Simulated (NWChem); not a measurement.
System: PbI2, singlet; SMILES [I][Pb][I]

```xyz
3

Pb     0.0000     0.0000     1.0148
I      2.1935     0.0000    -0.7708
I     -2.1935     0.0000    -0.7708
```
Atoms are numbered in this order, from 1.

Level: PBE0/def2-SVP with def2 effective core potentials on I, Pb (NWChem), optimised geometry, unscaled harmonic frequencies. Low-valent species are run as closed-shell singlets; no triplet was tried in these runs. def2 effective core potentials on I, Pb; no spin-orbit coupling.

**Question.** List the harmonic frequencies with IR intensities, and the thermochemistry.

**Answer.** 
| frequency (cm⁻¹) | IR intensity (km/mol) |
|---|---|
| 48 | 0.4 |
| 164 | 36.4 |
| 167 | 10.6 |

| Quantity | Value |
|---|---|
| zero-point energy | 0.5 kcal/mol |
| thermal correction to the enthalpy at 298.15 K (with zero-point energy) | 4.2 kcal/mol |
| heat capacity Cv | 11.7 cal/(mol K) |
| entropy at 298.15 K and 1 atm (symmetry number 2) | 84.6 cal/(mol K) |

Rigid rotor and harmonic oscillator; modes under 100 cm⁻¹ make the entropy uncertain.
